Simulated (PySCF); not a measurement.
Ge(F)2 cation (F2Ge), SMILES [F][Ge][F] (connectivity only; charge and spin as stated), charge +1, multiplicity 2. Atoms are numbered in the order given.

```xyz
3

Ge     0.0000     0.0000     0.3174
F      0.0000     1.4444    -0.5643
F      0.0000    -1.4444    -0.5643
```
Charge +1, spin multiplicity 2.

Geometry: B3LYP-D3(BJ)/def2-TZVP. The spin state was assumed, not searched. The isomer is the one that the SMILES or the coordinates give; other isomers of the formula were not compared.

Level of theory: B3LYP/def2-TZVPD (PySCF).

The molecule is in vacuum.

### Question
Estimate the frontier levels, dipole moment and polarisability. (An estimate is asked for; the answer gives what the named calculation found.)

### Answer

| Item | Result |
|---|---|
| α spin, highest occupied and lowest empty level | -17.08 and -10.45 eV |
| β spin, highest occupied and lowest empty level | -19.16 and -14.02 eV |
| dipole moment about the centre of nuclear charge | 0.555 e·Å |
| mean static polarisability | 23.0 bohr³ (3.41 Å³) |
| polarisability, principal values | 18.7, 21.6, 28.7 bohr³ |
| ⟨S²⟩ | 0.754 (pure state 0.75) |
